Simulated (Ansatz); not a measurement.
Consider the formal loss of a carbene: `[CH3][SnH]([F])[CH2]Cl` → `[F][SnH2][CH2]Cl` + `[CH2]` (triplet).

Program: Ansatz. Geometries: PBE0-D4/def2-TZVP. ΔE: electronic, gas phase. CBS: MP2 limit from def2 TZ/QZ plus the TZ coupled-cluster correction, frozen cores. This one scheme is used for every species. DFT in def2-TZVPP. Triplets are unrestricted, without spin–orbit coupling. def2 core potentials past Kr. For Sn outer-core shells are correlated without core-valence functions, which leaves a few kJ/mol of doubt a bond. Each species was taken in one conformer, which may not be the lowest.

| species | PBE0-D4 energy (Eh) |
| --- | --- |
| `[CH3][SnH]([F])[CH2]Cl` | -853.94979 |
| `[F][SnH2][CH2]Cl` | -814.65520 |
| `[CH2]` (triplet) | -39.11641 |

Work out ΔE.

ΔE = (-814.65520) + (-39.11641) − (-853.94979) = 0.17818 Eh = +4.85 eV. CCSD(T)/CBS gives +4.95 eV.

Largest T1 diagnostic among the species: 0.012.

In def2-TZVPP, CCSD(T) changes the Hartree–Fock value by +1.50 eV (the triples alone add +0.13 eV) and MP2 by +1.67 eV. The D4 term adds +0.11 eV with B3LYP and +0.06 eV with PBE0; it sums over pairs of atoms, weighted by their polarisabilities, and B3LYP, whose exchange is more repulsive, gets the larger term.

B3LYP here is the variant with VWN-RPA as its local correlation; programs differ in this.
